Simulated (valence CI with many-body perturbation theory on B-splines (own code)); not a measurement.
**Hyperfine factors and g values of Ni XIV**

Calculated by relativistic CI+MBPT: five valence electrons over a frozen Dirac-Fock core [Ne], a basis of 11 s, 11 p, 10 d, 8 f, 5 g, 2 h functions for each j, with the one-electron correlation potential Σ1, the two-electron term Σ2, the three-electron term Σ3, Breit, model QED; selected CI, second order for the rest, scaled by the run's own slope (own B-spline code, finite nucleus).

No measured spectrum was set against this ion. As an estimate, levels of excited configurations hold to 0.05 to 0.15 % of their energy, terms of the ground configuration to about 0.5 %. Among the levels kept, up to 3200 cm⁻¹ of a level comes from second order outside the variational space, and about a tenth of that is noise between levels of different J, which matters for small intervals.

A/g_I is the dipole constant over the nuclear g factor μ/I (μ in nuclear magnetons, uniformly magnetised nucleus), B/Q the quadrupole constant per barn. Both hold the static response of the core; the bare values leave it out. Large factors of s and p1/2 electrons are usually good to 5 to 10 %; those of open d and f shells near neutrality can be off by tens of per cent, and small factors of p3/2, d and f electrons come from cancelling terms and can be off by a factor of two or in sign, in half-filled shells by more. B is blank for J = 1/2, where it vanishes, and for nearly pure S terms. Energies count from the lowest level.

Names give the largest LS component (configuration and term), which can be under half, so a name can repeat, a term be missing and a line seem to break the LS rules; names also repeat where a configuration has a term twice. Letters in brackets count levels of one name in rising energy.

| Level | E (cm⁻¹) | g | A/g_I (MHz) | A/g_I bare | B/Q (MHz/b) | B/Q bare |
| --- | --- | --- | --- | --- | --- | --- |
| 3s2 3p3 4S°_3/2 | 0 | 1.964 | 1190 | 1550 |  |  |
| 3s2 3p3 2D°_3/2 | 46019 | 0.903 | 5530 | 5310 | 9740 | 9320 |
| 3s2 3p3 2D°_5/2 | 53825 | 1.199 | 10700 | 10300 | -52.8 | -48.9 |
| 3s2 3p3 2P°_1/2 | 85480 | 0.664 | 30000 | 28500 |  |  |
| 3s2 3p3 2P°_3/2 | 96997 | 1.266 | 6110 | 5990 | -10200 | -9750 |
| 3s 3p4 4P_5/2 | 316340 | 1.591 | 23300 | 22400 | 9040 | 8670 |
| 3s 3p4 4P_3/2 | 330830 | 1.726 | 20500 | 19900 | -7580 | -7260 |
| 3s 3p4 4P_1/2 | 336740 | 2.654 | 48100 | 46300 |  |  |
| 3s 3p4 2D_3/2 | 392110 | 0.822 | -5450 | -5030 | -13300 | -12700 |
| 3s 3p4 2D_5/2 | 395750 | 1.208 | 25200 | 24000 | -19200 | -18400 |
| 3s2 3p2 3d 2P_3/2 [a] | 447940 | 1.315 | -243 | 134 | 4180 | 4030 |
| 3s 3p4 2S_1/2 [a] | 453170 | 1.206 | 36100 | 34300 |  |  |
| 3s 3p4 2S_1/2 [b] | 476330 | 1.455 | 59700 | 56600 |  |  |
| 3s2 3p2 3d 4F_3/2 | 485370 | 0.441 | 4040 | 3930 | -998 | -826 |
| 3s2 3p2 3d 4F_5/2 | 491200 | 1.058 | 2320 | 2440 | 1520 | 1610 |
| 3s2 3p2 3d 4F_7/2 | 499820 | 1.246 | 2530 | 2660 | -26.4 | 157 |
| 3s2 3p2 3d 2F_5/2 [a] | 504980 | 0.957 | 7390 | 7170 | -1470 | -1330 |
| 3s2 3p2 3d 4F_9/2 | 509910 | 1.324 | 4110 | 4160 | -7550 | -7010 |
| 3s2 3p2 3d 2F_7/2 [a] | 511550 | 1.265 | 3590 | 3690 | 4400 | 4300 |
| 3s2 3p2 3d 4D_1/2 | 511930 | 0.022 | 11000 | 10400 |  |  |
| 3s2 3p2 3d 4D_3/2 | 513310 | 1.167 | 5240 | 5260 | -3310 | -3180 |
| 3s2 3p2 3d 4D_5/2 | 519910 | 1.244 | 4570 | 4620 | -1800 | -1690 |
| 3s2 3p2 3d 4D_7/2 | 534090 | 1.287 | 3100 | 3210 | 3420 | 3350 |
| 3s2 3p2 3d 2G_7/2 | 566300 | 0.899 | 6610 | 6410 | 18800 | 18200 |
| 3s2 3p2 3d 2G_9/2 | 571500 | 1.119 | 4840 | 4780 | 21800 | 21100 |
| 3s2 3p2 3d 2P_3/2 [b] | 572370 | 1.302 | -2020 | -1560 | 2860 | 2760 |
| 3s2 3p2 3d 4P_5/2 | 583810 | 1.574 | 1740 | 2040 | 863 | 874 |
| 3s2 3p2 3d 2P_1/2 [a] | 589550 | 1.244 | 25400 | 24200 |  |  |
| 3s2 3p2 3d 4P_3/2 | 589630 | 1.636 | 2250 | 2610 | -735 | -764 |
| 3s2 3p2 3d 4P_1/2 | 595110 | 2.063 | -4690 | -4030 |  |  |
| 3s2 3p2 3d 2D_3/2 [a] | 601110 | 0.909 | 4000 | 4020 | 1380 | 1400 |
| 3s2 3p2 3d 2D_5/2 [a] | 616210 | 1.214 | 5110 | 5100 | -3110 | -2850 |
| 3s2 3p2 3d 2D_3/2 [b] | 632890 | 0.824 | 4910 | 4710 | -583 | -601 |
| 3s2 3p2 3d 2D_5/2 [b] | 635060 | 1.198 | 5060 | 5050 | 9800 | 9420 |
| 3s2 3p2 3d 2P_1/2 [b] | 649010 | 0.829 | -5180 | -4860 |  |  |
| 3s2 3p2 3d 2F_5/2 [b] | 655560 | 0.928 | 2860 | 2870 | 3640 | 3630 |
| 3s2 3p2 3d 2P_3/2 [c] | 661370 | 1.312 | 2430 | 2640 | -4270 | -4100 |
| 3s2 3p2 3d 2F_7/2 [b] | 663300 | 1.141 | 5310 | 5260 | -2660 | -2380 |
| 3s2 3p2 3d 2S_1/2 | 663830 | 1.859 | 22800 | 22000 |  |  |
| 3s2 3p2 3d 2D_5/2 [c] | 691360 | 1.138 | 3080 | 3120 | -3860 | -3580 |

Task: Take the isotope of mass number 61, with I = 3/2, μ = -0.74965 μN, leaving out the quadrupole term. What is the hyperfine structure of 3s2 3p3 4S°_3/2?

Result: From the table A = -596 MHz. Shifts from the centre of gravity in MHz: F = 0: 2240, F = 1: 1640, F = 2: 447, F = 3: -1340.
